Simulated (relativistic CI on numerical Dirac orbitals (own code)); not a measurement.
**Cr3+ in a cubic cluster: 3s photoemission with charge transfer**

Computed with a charge-transfer multiplet model of a cubic metal-ligand cluster with up to 2 ligand holes, Slater and spin-orbit integrals from Dirac-Coulomb-Breit ions, Slater integrals scaled by 0.9. The ground state mixes d3 with configurations of k ligand holes L, whose averages lie at kΔ + k(k − 1)U_dd/2; a core hole lowers each added d electron by U_cd. 300 K, Lorentzian 1.4 eV and Gaussian 0.8 eV FWHM.

Atomic integrals in eV (Slater integrals scaled, ζ unscaled), ground: F2dd 9.646, F4dd 6.039, zeta_d 0.033; with the core hole: F2dd 10.597, F4dd 6.675, zeta_d 0.040, G2cd 10.591.

Cluster parameters (eV): Δ = 2.7, U_dd = 6.1, U_cd = 7.6, 10Dq(ligand) = 0.9, V(eg) = 2.8, V(t2g) = -1.29, final-state hopping factor = 1.

Weights, n_d and S are thermal averages at 300 K. Binding energies count from the first peak over 30 % of the highest in each spectrum, which can be another peak from case to case. The parameters are a model scan and need not match a compound or its usual spin state. Peaks in eV (height, largest 100): 0.0 (100), 5.5 (33), 7.2 (24), 10.5 (63), 13.8 (17), 22.6 (11).

(1) Which parameters give this spectrum?
A. 10Dq = 0.4 eV
B. 10Dq = 1.9 eV
C. 10Dq = 1.3 eV

Answers

(1) A. 10Dq = 0.4 eV; the ground state then has 3.70 d electrons and S = 1.50. The choice follows from running the model for each set and comparing peak positions and heights. Without intra-shell correlation the exchange splitting of the 3s hole comes out too large.
